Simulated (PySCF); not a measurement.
Compound: CH₁₀O₂SSi₃.
SMILES with atom numbers: `[CH3:1][S:2](=[O:3])(=[O:4])[SiH2:5][SiH2:6][SiH3:7]` (hydrogens: H8, H9, H10 on C1; H11, H12 on Si5; H13, H14 on Si6; H15, H16, H17 on Si7)

The calculation used PySCF, PBE0-D3(BJ)/def2-SVP geometry optimisation, gas phase.

Question: Give the optimised bond lengths and angles.

Answer: 
| bond | length (bohr) |
| --- | --- |
| C1–S2 | 3.378 |
| S2=O3, S2=O4 | 2.784 |
| S2–Si5 | 4.219 |
| Si5–Si6 | 4.422 |
| Si6–Si7 | 4.444 |
| C1–H8, C1–H9, C1–H10 | 2.075 |
| Si5–H11, Si5–H12 | 2.820 |
| Si6–H13, Si6–H14 | 2.826 |
| Si7–H15, Si7–H17 | 2.812 |
| Si7–H16 | 2.833 |

Bonds in one row agree within 0.02 bohr and their mean is given. A selection of angles:
| angle | degrees |
| --- | --- |
| S2–C1–H8 | 104.6 |
| S2–C1–H9 | 109.3 |
| H8–C1–H9 | 110.5 |
| H8–C1–H10 | 110.5 |
| C1–S2–O3 | 106.7 |
| C1–S2–Si5 | 110.8 |
| O3–S2–O4 | 119.7 |
| O3–S2–Si5 | 105.7 |
| S2–Si5–Si6 | 97.6 |
| S2–Si5–H11 | 106.7 |
| Si6–Si5–H11 | 115.5 |
| Si6–Si5–H12 | 117.2 |
| H11–Si5–H12 | 110.5 |
| Si5–Si6–Si7 | 110.5 |
| Si5–Si6–H13 | 106.6 |
| Si7–Si6–H13 | 110.6 |
| Si7–Si6–H14 | 112.6 |
| H13–Si6–H14 | 108.8 |
| Si6–Si7–H15 | 110.0 |
| Si6–Si7–H16 | 105.3 |
| Si6–Si7–H17 | 110.7 |
| H15–Si7–H16 | 108.5 |
| H15–Si7–H17 | 112.9 |
| H16–Si7–H17 | 109.3 |

Torsions: C1–S2–Si5–Si6 177° (antiperiplanar); S2–Si5–Si6–Si7 39° (synclinal). The mirror-image conformer, all signs reversed, is as good.

Si5 (SiH2 silicon) is distorted tetrahedral (angles from 97.6° to 117.2°). Si7 (SiH3 silicon) is distorted tetrahedral (angles from 105.3° to 112.9°). Si6 (SiH2 silicon) is tetrahedral (angles from 106.6° to 112.6°). S2 (sulfonyl sulfur) is distorted tetrahedral (angles from 105.7° to 119.7°). Of the pairs four or more bonds apart, O3···Si7 is among the closest relative to their van der Waals radii: 3.14 Å, 87 % of the sum of Bondi's values.

Point group: C1 (no symmetry element, even within 0.4 Å). No frequency check. The numbers are those of one conformer.
